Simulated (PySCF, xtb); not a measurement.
C₃H₅ClGeO, SMILES C=[C](Cl)[GeH2][CH]=O. One conformer was computed; it need not be the lowest.

Harmonic wavenumbers (cm⁻¹) from xtb with GFN2-xTB at its own minimum, in rising order: 31, 35, 87, 152, 245, 280, 339, 397, 489, 547, 607, 644, 690, 723, 769, 804, 882, 1051, 1333, 1367, 1644, 1755, 1930, 2038, 2689, 3082, 3114.

Problem. What does PBE-D3(BJ)/def2-SVP run with PySCF give at its own minimum? (Estimate from the structure and the level; the computed values follow.)

Solution. 34, 57, 84, 175, 262, 296, 360, 394, 490, 575, 621, 680, 699, 732, 815, 855, 867, 1046, 1317, 1333, 1613, 1759, 2071, 2094, 2740, 3072, 3175. Paired by order, the mean absolute difference is 27 cm⁻¹ and the zero-point energies are 39.6 and 40.3 kcal/mol.
